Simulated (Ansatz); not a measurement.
Consider the isomerisation: `O=C([SiH3])S[SiH3]` → `O[Si]1(S)C[SiH2]1`.

Gas-phase electronic energies from Ansatz, PBE0-D4/def2-TZVP geometries. CCSD(T)/CBS is the MP2 limit (def2-TZVPP, def2-QZVPP) plus CCSD(T) − MP2 in def2-TZVPP, frozen cores. Functionals use def2-TZVPP. One conformer a species, not always the lowest.

`O=C([SiH3])S[SiH3]`:

```xyz
11

O     0.942   -0.463    0.907
C    -0.096   -0.476    0.295
Si   -1.433   -1.845    0.512
S    -0.510    0.794   -0.896
Si    1.314    1.921   -0.639
H    -1.648   -2.497   -0.803
H    -2.690   -1.198    0.961
H    -0.936   -2.812    1.517
H     1.423    2.418    0.750
H     1.149    3.056   -1.580
H     2.486    1.103   -1.023
```

`O[Si]1(S)C[SiH2]1`:

```xyz
11

O     0.899    1.678   -0.954
Si    0.445    0.525    0.123
S     1.757    0.295    1.777
C    -0.216   -1.014   -0.686
Si   -1.645   -0.251    0.360
H     1.020    2.564   -0.607
H     2.818   -0.080    1.035
H    -0.374   -0.975   -1.764
H     0.177   -1.978   -0.372
H    -2.102   -1.034    1.533
H    -2.777    0.269   -0.445
```

| species | ωB97M-V energy (Eh) |
| --- | --- |
| `O=C([SiH3])S[SiH3]` | -1094.08744 |
| `O[Si]1(S)C[SiH2]1` | -1094.13489 |

Task: Work out ΔE.

Result: ΔE = (-1094.13489) − (-1094.08744) = -0.04745 Eh = -29.8 kcal/mol. CCSD(T)/CBS gives -30.3 kcal/mol.

Largest T1 diagnostic among the species: 0.017.

In def2-TZVPP, CCSD(T) changes the Hartree–Fock value by −5.6 kcal/mol (the triples alone add +1.0 kcal/mol) and MP2 by −8.0 kcal/mol. From PBE to PBE0 (25 % exact exchange), in def2-TZVPP and without D4, ΔE moves by −4.2 kcal/mol.
